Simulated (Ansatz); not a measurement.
Born–Oppenheimer molecular dynamics of H$_{7}$PSn (9 atoms, charge 0, multiplicity 1). It starts at the highest image of a converged band. Of that band: Neighbouring images differ by up to 3.0 eV, so the band resolves the path poorly. A vibrational analysis at the climbing image gives one clearly imaginary mode, 1745i cm⁻¹: a first-order saddle point.

Theory: Ansatz, RKS BHLYP/def2-SVP.

| Property | Result |
| --- | --- |
| ensemble | NVE (velocity Verlet) |
| time step | 0.5 fs |
| steps asked | 144 |
| starting velocities drawn for | 100 K |
| seed | 5649 |

First frame:

```xyz
9
Properties=species:S:1:pos:R:3
Sn -0.126 0.100 -0.192
H -0.138 -0.598 1.692
H 1.596 -0.022 -0.048
H -0.509 1.749 -0.308
H -0.631 -1.063 -1.317
P -2.902 -0.132 0.836
H -3.013 -1.429 1.402
H -2.909 0.546 2.083
H -1.069 -0.464 1.472
```

(1) What does the run give?

(2) What happens to the structure?

(3) How do temperature and energy run in time?

Results:

(1) The run went to its last step.

```json
{
 "steps done": "144",
 "time covered": "72 fs",
 "mean temperature over the second half": "2859 K",
 "spread of the potential energy over the second half": "19.1 meV per atom",
 "mean potential energy of the second half above the start": "-277.4 meV per atom"
}
```

The conserved energy stayed within 0.25 meV per atom of its start (net change -0.17 meV per atom), so the integration is sound. The kinetic energy rose, since the run started high on the potential surface and went downhill. It ends in pieces (H2 + H5PSn), so much of that is their flight and rotation, not heat. A run of 0.072 ps of so small a system gives no equilibrium averages. The orbitals stay closed-shell, which can raise the energy where a bond breaks towards radicals; this wasn't checked here.

(2) Between its relaxed ends the band would form Sn1–P6, H2–H9 and break Sn1–H2, P6–H9. These pairs go: Sn1–P6 2.97 → 2.29 Å, H2–H9 0.97 → 0.77 Å, Sn1–H2 2.01 → 9.32 Å, P6–H9 1.97 → 8.80 Å. In the last frame they stand as after the step (other bonds may differ from the relaxed reactants and products). Also parted: Sn1–H9 1.99 → 8.64 Å. It ends as H2 + H5PSn. Pairs count as bonded within 1.25 times the sum of covalent radii (0.12 Å more for H–H). This is one draw of velocities; another would differ in detail.

(3) 
| time (fs) | T (K) | potential energy less start (eV) | conserved less start (meV/atom) |
| --- | --- | --- | --- |
| 0 | 100 | 0.000 | 0.00 |
| 6 | 56 | 0.040 | 0.01 |
| 12 | 98 | 0.002 | 0.04 |
| 18 | 837 | -0.666 | 0.11 |
| 24 | 2282 | -1.977 | -0.25 |
| 30 | 2901 | -2.535 | -0.01 |
| 36 | 3111 | -2.724 | 0.03 |
| 42 | 3148 | -2.760 | -0.21 |
| 48 | 2910 | -2.542 | 0.10 |
| 54 | 2842 | -2.483 | -0.15 |
| 60 | 2679 | -2.334 | -0.07 |
| 66 | 2568 | -2.232 | 0.09 |
| 72 | 2911 | -2.545 | -0.17 |

Run time: 9.5 min on 1 thread of Intel(R) Xeon(R) Platinum 8175M CPU @ 2.50GHz (Skylake/Cascade Lake), with other jobs on the host, peak memory 0.2 GiB.
